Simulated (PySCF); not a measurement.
C$_{3}$H$_{9}$Bi, charge +1, doublet, geometry from GFN2-xTB (such geometries of metal compounds can be far from the true shape) (a state made from the parent by changing its charge; the spin is typed, not shown lowest) (core potentials on Bi). Base run: DF-SCAN/def2-TZVP (PySCF).

PySCF was given this input:
```python
from pyscf import gto, scf, dft

mol = gto.M(
    atom='''
Bi   -0.004111   -0.003224    0.259709
C    -1.134524   -1.658985   -0.783252
H    -0.819267   -1.639521   -1.818692
H    -2.194544   -1.472106   -0.698374
H    -0.885544   -2.609667   -0.335718
C    -0.859913    1.836420   -0.735508
H    -0.987118    1.587288   -1.781287
H    -0.169540    2.657786   -0.615041
H    -1.813550    2.081569   -0.292166
C     2.029791   -0.149709   -0.714419
H     1.891143    0.118704   -1.753955
H     2.394722   -1.161652   -0.621866
H     2.712828    0.538869   -0.239662
''',
    basis='def2-tzvp',
    ecp={'Bi': 'def2-tzvp'},
    charge=1,
    spin=1,
    verbose=5,
)

mf = dft.UKS(mol)
mf.xc = 'scan'
mf = mf.density_fit(auxbasis='def2-universal-jkfit')
mf.kernel()
mf.analyze()
```

Each row names what was changed in the base input (with any setting that the change needs).

```csv
change,ΔE vs base (µEh),grid points,electrons on the grid,outcome
base,0.0,154072,49.00000,converged
grids.level = 1,-6397,46544,48.99989,converged
grids.radi_method = gauss_chebyshev,1473,149264,49.00000,converged
grids.level = 4,1214,261112,49.00000,converged
small_rho_cutoff = 0,0.0,154072,49.00000,converged
grids.level = 7,-,-,-,cut at the time limit
"grids.atom_grid = (75, 302)",627,189336,48.99998,converged
grids.prune = dft.gen_grid.sg1_prune,-,-,-,input refused
grids.radi_method = delley,980,163192,49.00000,converged
grids.prune = dft.gen_grid.treutler_prune,-16.9,134312,49.00000,converged
grids.level = 2,3955,97168,48.99998,converged
```

Open shells are given as the SCF converged; they aren't shown to be the lowest states, and a large step between rows can be another state.

- grids.prune = dft.gen_grid.sg1_prune: ended with `IndexError: index 83 is out of bounds for axis 0 with size 19`
